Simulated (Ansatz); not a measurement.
Consider the cleavage of the Si–Al bond: `O[SiH2][AlH][SiH3]` + `CN[SiH2]O` → `CN([SiH2]O)[SiH2]O` + `[AlH2][SiH3]`.

Isolated molecules relaxed with PBE0-D4/def2-TZVP in Ansatz; ΔE leaves out vibrations. CCSD(T)/CBS adds triple-zeta CCSD(T) − MP2 to the extrapolated MP2 energy (def2 sets, frozen cores). This one scheme is used for every species. Functionals use def2-TZVPP. B3LYP here is the variant with VWN-RPA as its local correlation; programs differ in this. One conformer a species, not always the lowest.

(1) Is it downhill or uphill in electronic energy at CCSD(T)/CBS, and by how much? (Estimate.)

(2) What do these levels give: r2SCAN-D4, B3LYP-D4, ωB97M-V, PBE, r2SCAN, MP2/CBS(def2)? (Estimate.)

Largest T1 diagnostic among the species: 0.013.

Results:

(1) Computed: Downhill: ΔE = -18.7 kcal/mol.

(2) Ansatz gave: r2SCAN-D4 -17.4, B3LYP-D4 -18.2, ωB97M-V -20.0, PBE -11.5, r2SCAN -17.0, MP2/CBS(def2) -20.9 kcal/mol.

The D4 term adds −2.9 kcal/mol with B3LYP and −1.5 kcal/mol with PBE0; it sums over pairs of atoms, weighted by their polarisabilities, and B3LYP, whose exchange is more repulsive, gets the larger term. From PBE to PBE0 (25 % exact exchange), in def2-TZVPP and without D4, ΔE moves by −2.1 kcal/mol.
